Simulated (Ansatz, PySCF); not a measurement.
Energy difference R1 + R2 → P1 + P2, each structure at its B3LYP-D3(BJ)/def2-TZVP stationary point, reached from a drawn start (curvature not checked).
R1, SiCl4 (SMILES Cl[Si](Cl)(Cl)Cl) (charge 0, multiplicity 1, Z-matrix in Å and degrees):
```
Si
Cl 1 2.0325
Cl 1 2.0325 2 109.47
Cl 1 2.0325 2 109.47 3 -120.00
Cl 1 2.0325 2 109.47 3 120.00
```
P1: Cl3FSi (SMILES F[Si](Cl)(Cl)Cl), charge 0, multiplicity 1.
P2: HCl (SMILES Cl), charge 0, multiplicity 1.
R2: HF (SMILES F), charge 0, multiplicity 1.

P less R. No zero-point or thermal terms.

The values were computed with Ansatz (Gaussian orbitals); PySCF for the D3/D4 terms. No computed number here is a measurement.

**Question.** One of these levels gives -17.11 kcal/mol for the reaction energy. Which?
A) HF/cc-pV(Q+d)Z
B) PBE0-D3(BJ)/def2-TZVPP
C) BLYP-D3(BJ)/def2-TZVPP
D) r2SCAN-D4/def2-TZVPP

**Answer.** A, HF/cc-pV(Q+d)Z. The others give -11.42 (BLYP-D3(BJ)/def2-TZVPP), -12.59 (r2SCAN-D4/def2-TZVPP), -9.99 (PBE0-D3(BJ)/def2-TZVPP)

Ansatz is an electronic-structure program.
